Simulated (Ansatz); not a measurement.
Consider the formal exchange of groups at a B–Te bond: `C[Te]B(O)O` + `Cc1ccc[nH]1` → `OB(O)c1ccc[nH]1` + `C[Te]C`.

Computed with Ansatz on PBE0-D4/def2-TZVP structures; ΔE is electronic, products minus reactants. CCSD(T)/CBS adds triple-zeta CCSD(T) − MP2 to the extrapolated MP2 energy (def2 sets, frozen cores). Functionals use def2-TZVPP. Elements past krypton have def2 core potentials. For Te outer-core shells are correlated without core-valence functions, which leaves a few kJ/mol of doubt a bond. One conformer a species, not always the lowest.

```tsv
level	ΔE (kcal/mol)
B2PLYP	-0.3
MP2/CBS(def2)	0.4
```

(1) What does CCSD(T)/CBS give? (Estimate.)

Largest T1 diagnostic among the species: 0.012.

## Answers

(1) Computed: +0.1 kcal/mol. The listed levels differ from it by -0.4, 0.3 kcal/mol.
